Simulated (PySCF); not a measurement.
Magnetisability: C$_{4}$H$_{6}$AlFO$_{2}$

Geometry:
```json
{"atom": "F1", "x (Å)": "1.195", "y (Å)": "-2.453", "z (Å)": "1.425"}
{"atom": "Al2", "x (Å)": "1.638", "y (Å)": "-1.228", "z (Å)": "0.397"}
{"atom": "O3", "x (Å)": "1.144", "y (Å)": "0.370", "z (Å)": "1.105"}
{"atom": "C4", "x (Å)": "0.429", "y (Å)": "1.293", "z (Å)": "0.647"}
{"atom": "C5", "x (Å)": "-0.760", "y (Å)": "1.087", "z (Å)": "-0.054"}
{"atom": "C6", "x (Å)": "-1.554", "y (Å)": "-0.203", "z (Å)": "-0.027"}
{"atom": "C7", "x (Å)": "-0.540", "y (Å)": "-0.246", "z (Å)": "-1.090"}
{"atom": "O8", "x (Å)": "0.543", "y (Å)": "-0.941", "z (Å)": "-0.966"}
{"atom": "H9", "x (Å)": "3.055", "y (Å)": "-1.063", "z (Å)": "-0.079"}
{"atom": "H10", "x (Å)": "0.829", "y (Å)": "2.314", "z (Å)": "0.681"}
{"atom": "H11", "x (Å)": "-1.238", "y (Å)": "1.951", "z (Å)": "-0.489"}
{"atom": "H12", "x (Å)": "-1.345", "y (Å)": "-0.857", "z (Å)": "0.812"}
{"atom": "H13", "x (Å)": "-2.598", "y (Å)": "-0.103", "z (Å)": "-0.285"}
{"atom": "H14", "x (Å)": "-0.799", "y (Å)": "0.079", "z (Å)": "-2.099"}
```

Computed with GIAO PBE0/pcSseg-1 magnetisability, rotational g tensor and spin-rotation constants, non-relativistic, gas phase in PySCF. Geometry: GFN2-xTB.

The bonding changed while the geometry was optimised; results refer to the coordinates, not to the name.

(1) How diamagnetic is it, and how anisotropic?

(2) Split it along the inertial axes a, b, c into diamagnetic and paramagnetic parts about the centre of mass, with the quadrupole moment.

(3) And the rotational g tensor?

Results:

(1) Isotropic -1137 × 10⁻³⁰ J/T², or -68.5 × 10⁻⁶ cm³/mol; principal values -1279, -1100, -1032 × 10⁻³⁰ J/T², anisotropy 221 × 10⁻³⁰ J/T² (root of half the summed squared differences of the principal values). The susceptibility is in cgs units.

(2) 
```
axis  χ (10⁻⁶ cm³/mol)  diamagnetic (10⁻⁶ cm³/mol)  paramagnetic (10⁻⁶ cm³/mol)  summed x² of all electrons (Å²)  quadrupole Θ (D Å)
   a             -63.8                      -478.5                        414.7                            158.5               +1.73
   b             -65.6                      -855.4                        789.8                             69.7               +3.70
   c             -76.0                      -968.3                        892.4                             43.1               -5.43
```
Anisotropies 2χaa − χbb − χcc = +14.0 and 2χbb − χaa − χcc = +8.5 × 10⁻⁶ cm³/mol. Θ is traceless in Buckingham's convention.

(3) 
```
axis  rotational constant (GHz)        g  nuclear part  electronic part
   a                     3.1009  -0.0423        0.5618          -0.6042
   b                     1.5211  -0.0203        0.5441          -0.5644
   c                     1.3128  -0.0078        0.5425          -0.5504
```
Asymmetric top; isotopes 27Al, 12C, 19F, 1H, 16O; no vibrational averaging.
